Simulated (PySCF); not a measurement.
C₆ coefficients of unlike pairs at PBE0

Calculated with PySCF 2.14 from the dipole response of each species, C₆(A,B) = (3/π) ∫ α_A(iu) α_B(iu) du, in atomic units, from isotropic polarisabilities. For ions this is the dispersion term alone; charge-induced terms of lower order in 1/R come first.

| species | configuration | basis | relativity | α (bohr³) | C₆ (like pair) |
| --- | --- | --- | --- | --- | --- |
| Ar³⁺ | [Ne] 3s2 3p3 (4S) | x2c-QZVPPall with one added diffuse shell each of s, p, d, f type (10s7p5d3f1g) | spin-free X2C | 3.584 | 9.722 |
| C²⁺ | [He] 2s2 (1S) | aug-cc-pwCVDZ (5s4p2d) | none | 4.287 | 6.585 |
| Pt | [Xe] 4f14 5d9 6s1 (3D) | aug-cc-pVTZ-PP with ECP60MDF (6s6p5d3f2g) | core potential | 40.17 | 380.8 |
| Os⁺ | [Xe] 4f14 5d6 6s1 (6D) | def2-QZVPPD with the def2 core potential (60 electrons) (7s5p4d4f2g) | core potential | 27.90 | 231.6 |

(1) Estimate C₆ for Pt with C²⁺.

No spin-orbit coupling is included.

The other pairs:

| pair | C₆ |
| --- | --- |
| Os⁺, Pt | 296.0 |
| Os⁺, Ar³⁺ | 44.72 |
| Os⁺, C²⁺ | 38.88 |
| C²⁺, Ar³⁺ | 7.518 |
| Pt, Ar³⁺ | 55.84 |

Answers

(1) The integral gives 49.54. The combination rule 2 C_A C_B / (C_A α_B/α_A + C_B α_A/α_B) gives 49.01 and the geometric mean 50.08.
